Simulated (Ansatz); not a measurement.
`N[Si](O)(Cl)Br` + `C[CH2][GeH3]` → `N[SiH](O)Br` + `C[CH](Cl)[GeH3]`  (redistribution)

Computed with Ansatz on PBE0-D4/def2-TZVP structures; ΔE is electronic, products minus reactants. CCSD(T)/CBS adds triple-zeta CCSD(T) − MP2 to the extrapolated MP2 energy (def2 sets, frozen cores). DFT in def2-TZVPP. B3LYP here is the variant with VWN-RPA as its local correlation; programs differ in this. For Br, Ge outer-core shells are correlated without core-valence functions, which leaves a few kJ/mol of doubt a bond. Scalar relativity is left out up to krypton. One conformer a species, not always the lowest.

(1) Is it downhill or uphill in electronic energy at CCSD(T)/CBS, and by how much? (An estimate is asked.)

(2) What do these levels give: r2SCAN-D4, ωB97M-V, B3LYP, SCS-MP2/def2-TZVPP, MP2/def2-QZVPP, CCSD/CBS(def2)? (Estimate.)

Largest T1 diagnostic among the species: 0.010.

Answers

(1) Ansatz gave: Uphill: ΔE = +1.65 eV.

(2) Computed: r2SCAN-D4 1.70, ωB97M-V 1.68, B3LYP 1.63, SCS-MP2/def2-TZVPP 1.65, MP2/def2-QZVPP 1.70, CCSD/CBS(def2) 1.67 eV.

From PBE to PBE0 (25 % exact exchange), in def2-TZVPP and without D4, ΔE moves by +0.06 eV.
